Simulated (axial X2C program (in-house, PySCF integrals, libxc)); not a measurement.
# Worked dissociation energy of InAs: M06, without spin–orbit coupling

All values were computed with an in-house all-electron X2C program for linear molecules (integrals from PySCF). Spin-free means the one-electron spin-free X2C Hamiltonian. Basis: In dyall-cv3z [11s12p9d4f1g], As dyall-cv3z [9s9p6d4f1g] (cores contracted in-house); Gaussian nuclei, density fitting, unrestricted open shells. Masses: In 114.904 u, As 74.922 u.

Molecular state: M_S = 1, Λ = 0 (beyond evenly filled blocks: π+α, π-α).

| Item | Value |
| --- | --- |
| E(In) (2M_S = 1, M_L = 1) | -5881.110855 hartree |
| E(As) (2M_S = 3, M_L = 0) | -2260.780085 hartree |
| E(InAs) at Re | -8141.962542 hartree |
| ωe | 178.1 cm⁻¹ |
| ωexe | 0.442 cm⁻¹ |

(1) Work out De and D0.

The state is one determinant whose occupation by symmetry is held fixed; it was picked as the lowest of a PBE0 search that is not exhaustive. Dissociation energies refer to the lowest single-determinant-based atoms at the same level and basis. PBE0 can misorder states that lie within some tenths of an eV, so this need not be the ground state of the molecule. The nearest other spin-free determinant of the search, M_S = 1, Λ = 1, lies 0.42 eV up at the distance of the search. The functionals have no current-density term, which raises determinants with orbital currents, atoms included. Spin-free De lacks the spin–orbit lowering of the heavy p-block atom, a tenth of an eV or more for 4p and 5p, up to an eV for 6p and one to two eV for 7p atoms, less what an open-shell molecule gains itself.

Each atomic determinant is the lowest at this level and need not be a pure term. Totals compare only within one Hamiltonian and basis.

Results:

(1) De = -5881.110855 + (-2260.780085) − (-8141.962542) = 0.07160 hartree = 1.948 eV. The zero-point energy is ωe/2 − ωexe/4 = 89 cm⁻¹ = 0.011 eV, so D0 = 1.937 eV.
